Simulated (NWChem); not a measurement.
System: C3H5, doublet; SMILES C=[C]C

Input file for NWChem:

```
start job
memory heap 200 mb stack 900 mb global 1100 mb
geometry units angstroms
  C      0.087530    -1.353071    -0.000038
  C     -0.383790    -0.126600    -0.000191
  C      0.067203     1.265149    -0.000393
  H     -0.567922    -2.231693    -0.000361
  H      1.172424    -1.552582     0.000546
  H      1.172919     1.329898     0.003268
  H     -0.298461     1.804487    -0.889366
  H     -0.304423     1.806866     0.884645
end
basis spherical
  C library 6-31g*
  H library 6-31g*
end
dft
  odft
  mult 2
  xc hfexch
  iterations 150
end
driver
  maxiter 120
end
task dft optimize
task dft freq
```

The determinant is spin-contaminated (<S²> = 0.98). No stability test was run on the SCF state.

The level has its own optimisation; frequencies are unscaled. Brackets give each atom's bonded neighbours.

Predict the main results of this run. (UHF/6-31G* (spherical d).) Quantities: r C–C [C(CC)–C(CHH)] (Å); r C–C [C(CC)–C(CHHH)] (Å); highest harmonic frequency (cm⁻¹); lowest (cm⁻¹); zero-point energy (kcal/mol); dipole (D).


| Property | Value |
|---|---|
| r C–C [C(CC)–C(CHH)] (Å) | 1.325 |
| r C–C [C(CC)–C(CHHH)] (Å) | 1.484 |
| highest harmonic frequency (cm⁻¹) | 3369 |
| lowest (cm⁻¹) | 168 |
| zero-point energy (kcal/mol) | 43.8 |
| dipole (D) | 0.70 |
